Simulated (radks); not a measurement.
The nuclear charge of the bromine ion Br2+ is varied continuously with 33 electrons held in [Ar] 3d10 4s2 4p3. All-electron calculation, Dirac Kohn-Sham, PBE, spin-unpolarised, spherical densities, finite nucleus; open shells fill j = l - 1/2 first; Fermi nuclear charge, rms radius 4.1629 fm. Program: a radial shooting solver on a logarithmic mesh with Libxc functionals. By the Hellmann-Feynman theorem dE/dZ = E(electron-nucleus)/Z, the electronic potential at the nucleus (averaged over a nucleus of fixed radius).

| Z | E (hartree) | E(electron-nucleus)/Z (hartree) | HOMO | e(HOMO) (eV) | <r> HOMO (bohr) |
|---|---|---|---|---|---|
| 34 | -2429.71075 | -172.189 | 4p3/2 | -15.192 | 2.136 |
| 34.5 | -2516.65434 | -175.585 | 4p3/2 | -21.264 | 1.987 |
| 35 | -2605.29610 | -178.982 | 4p3/2 | -27.931 | 1.865 |
| 35.5 | -2695.63614 | -182.379 | 4p3/2 | -35.163 | 1.762 |
| 36 | -2787.67523 | -185.778 | 4p3/2 | -42.936 | 1.673 |

The central difference of E at Z = 35 is -178.982 hartree, to compare with the third column; the second derivative is -6.79 hartree.
